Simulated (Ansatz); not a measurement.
Program: Ansatz. Geometries: PBE0-D4/def2-TZVP. ΔE: electronic, gas phase. CBS: MP2 limit from def2 TZ/QZ plus the TZ coupled-cluster correction, frozen cores. Functionals use def2-TZVPP. B3LYP here is the variant with VWN-RPA as its local correlation; programs differ in this. For Se outer-core shells are correlated without core-valence functions, which leaves a few kJ/mol of doubt a bond. Scalar relativity is left out up to krypton. Each species was taken in one conformer, which may not be the lowest.

Consider the substitution at a C–C bond: `C=CCC[SiH3]` + `N=C[SeH]` → `C=C/N=C\[SeH]` + `CC[SiH3]`.

`C=CCC[SiH3]`:

Cartesian coordinates in Å:
```
C 1.499 -1.277 -1.116
C 0.572 -1.310 -0.170
C -0.811 -0.766 -0.306
C -1.117 0.335 0.717
Si 0.008 1.839 0.598
H 2.492 -1.679 -0.953
H 1.296 -0.845 -2.091
H 0.819 -1.747 0.797
H -0.949 -0.380 -1.321
H -1.534 -1.581 -0.179
H -1.050 -0.065 1.735
H -2.150 0.677 0.594
H 0.118 2.284 -0.819
H 1.374 1.559 1.113
H -0.568 2.954 1.399
```

`N=C[SeH]`:

```xyz
6

N    -1.105    0.582    0.685
C    -0.198   -0.035    0.073
Se    1.443    0.846   -0.313
H    -1.925   -0.006    0.824
H    -0.243   -1.069   -0.283
H     2.029   -0.320   -0.987
```

`C=C/N=C\[SeH]`:

Cartesian coordinates in Å:
```
C 0.550 1.611 0.244
C 0.816 0.441 0.817
N -0.113 -0.564 1.052
C -0.718 -1.152 0.122
Se -0.474 -0.846 -1.761
H -0.445 1.858 -0.109
H 1.321 2.365 0.156
H 1.803 0.228 1.222
H -1.462 -1.911 0.356
H -1.277 -2.029 -2.101
```

`CC[SiH3]`:

```xyz
11

C     0.759   -0.602   -1.039
C     0.438    0.555   -0.097
Si   -1.007    0.205    1.047
H     1.604   -0.367   -1.691
H    -0.093   -0.843   -1.680
H     1.015   -1.509   -0.484
H     0.208    1.461   -0.668
H     1.309    0.800    0.520
H    -0.721   -0.987    1.894
H    -2.238   -0.077    0.257
H    -1.275    1.365    1.941
```

| level | ΔE (kJ/mol) | difference from CCSD(T)/CBS |
| --- | --- | --- |
| r2SCAN-D4 | -13.0 | -10.6 |
| B3LYP-D4 | -9.6 | -7.2 |
| ωB97M-V | -0.4 | 2.0 |
| B2PLYP | -8.0 | -5.6 |
| B3LYP | -9.4 | -7.0 |
| SCS-MP2/def2-TZVPP | -2.9 | -0.5 |
| HF/def2-QZVPP | 5.7 | 8.1 |
| MP2/def2-QZVPP | -6.1 | -3.7 |
| HF/CBS(def2) | 5.7 | 8.1 |
| CCSD/CBS(def2) | 1.3 | 3.7 |
| CCSD(T)/CBS | -2.4 | 0 |

Largest T1 diagnostic among the species: 0.013.

In def2-TZVPP, CCSD(T) changes the Hartree–Fock value by −7.5 kJ/mol (the triples alone add −3.7 kJ/mol) and MP2 by −11.4 kJ/mol. From PBE to PBE0 (25 % exact exchange), in def2-TZVPP and without D4, ΔE moves by +6.4 kJ/mol.
